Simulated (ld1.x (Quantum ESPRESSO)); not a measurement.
**Which setting gave this result? (ruthenium, TM)**

Base potential:

```json
{
  "Element": "ruthenium",
  "Generator": "ld1.x (Quantum ESPRESSO) 7.5",
  "Type": "norm-conserving Troullier–Martins (Kleinman–Bylander form)",
  "Functional": "PBE",
  "Relativity": "fully relativistic",
  "Frozen core": "[Ar] 3d10 4s2",
  "Valence charge": "14",
  "Reference configuration": "4p6 4d7 5s0.5 5p0 (charge +0.5)",
  "Partial waves": "5s (bound): rc 2.25 bohr; 4p (bound): rc 1.05 bohr; 4f channel at 0.05 Ry: rc 2.25 bohr; 4d (bound): rc 2.00 bohr",
  "Local potential": "the d channel",
  "Core correction": "none"
}
```

Open shells are filled in proportion to 2j + 1 (rel_dist='average').

Cutoffs, loose and tight: the cutoffs (Ry, on a coarse ladder) from which the occupation-weighted sum of valence levels, in a spherical-Bessel basis at the reference potential, stays within 10 and 1 mRy of its value at 400 Ry. They do not see the model core or the augmentation charge, which bear on the density cutoff. Test errors are all-electron minus pseudo excitation energies from the reference, over the configurations 4p6 4d7 5s1 5p0; 4p6 4d7 5s0 5p0; 4p6 4d6 5s0 5p0; 4p6 4d6 5s1 5p1; 4p6 4d4 5s0 5p0; 4p6 4d6 5s1 5p0; 4p6 4d7.5 5s0.5 5p0; variants that change the core or the reference have their own tests.

Only the p radius is moved (1 further runs of the sweep failed or gave no value and are left out):

```json
{"p radius (bohr)": "0.8", "cutoff, loose": "230 Ry", "cutoff, tight": "over 300 Ry", "bound ghosts": "s", "largest test error (meV)": "+33"}
{"p radius (bohr)": "0.96", "cutoff, loose": "140 Ry", "cutoff, tight": "230 Ry", "bound ghosts": "s", "largest test error (meV)": "-34"}
{"p radius (bohr)": "1.04", "cutoff, loose": "120 Ry", "cutoff, tight": "160 Ry", "bound ghosts": "s", "largest test error (meV)": "-35"}
{"p radius (bohr)": "1.3", "cutoff, loose": "70 Ry", "cutoff, tight": "140 Ry", "bound ghosts": "s", "largest test error (meV)": "+31"}
{"p radius (bohr)": "1.6", "cutoff, loose": "50 Ry", "cutoff, tight": "70 Ry", "bound ghosts": "s", "largest test error (meV)": "+39"}
```

Q: One more run gave cutoff, loose: 110 Ry; cutoff, tight: 160 Ry; bound ghosts: s; largest test error (meV): -35. Which value of the p radius was used?

A: 1.16 bohr. The loose cutoff moves one way along this sweep, from 230 Ry at 0.8 to 50 Ry at 1.6 bohr, which places the run between 1.04 and 1.3 bohr.
